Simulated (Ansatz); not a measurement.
Reaction (hydrogenolysis of a Ge–S bond): `[OH][Ge][SH]` + H₂ → `[OH][GeH]` + H₂S

Program: Ansatz. Geometries: PBE0-D4/def2-TZVP. ΔE: electronic, gas phase. CCSD(T)/CBS adds triple-zeta CCSD(T) − MP2 to the extrapolated MP2 energy (def2 sets, frozen cores). This one scheme is used for every species. Functionals use def2-TZVPP. For Ge outer-core shells are correlated without core-valence functions, which leaves a few kJ/mol of doubt a bond. Scalar relativity is left out up to krypton. Each species was taken in one conformer, which may not be the lowest.

`[OH][Ge][SH]`:

Z-matrix (Å, degrees):
```
O
Ge 1 1.782
H 1 0.961 2 117.4
S 2 2.260 1 97.9 3 0.0
H 4 1.343 2 93.6 1 -180.0
```

H₂:

Z-matrix (Å, degrees):
```
H
H 1 0.746
```

`[OH][GeH]`:

Cartesian coordinates in Å:
```
O 0.322 -0.463 -0.626
Ge -0.548 0.205 0.790
H 0.096 -1.385 -0.774
H 0.130 1.643 0.610
```

H₂S:

Z-matrix (Å, degrees):
```
S
H 1 1.341
H 1 1.341 2 92.3
```

```tsv
level	ΔE (eV)
PBE-D4	1.12
BLYP-D4	1.12
PBE0-D4	1.06
HF/def2-TZVPP	0.77
```

Q: What does CCSD(T)/CBS give? (An estimate is asked.)

A: Ansatz gave: +1.03 eV. The listed levels differ from it by 0.09, 0.09, 0.03, -0.26 eV.

Largest T1 diagnostic among the species: 0.016.

In def2-TZVPP, CCSD(T) changes the Hartree–Fock value by +0.18 eV (the triples alone add +0.07 eV) and MP2 by +0.31 eV. At CCSD(T), def2-SVP lies −0.24 eV from the extrapolated value and def2-TZVPP −0.07 eV.
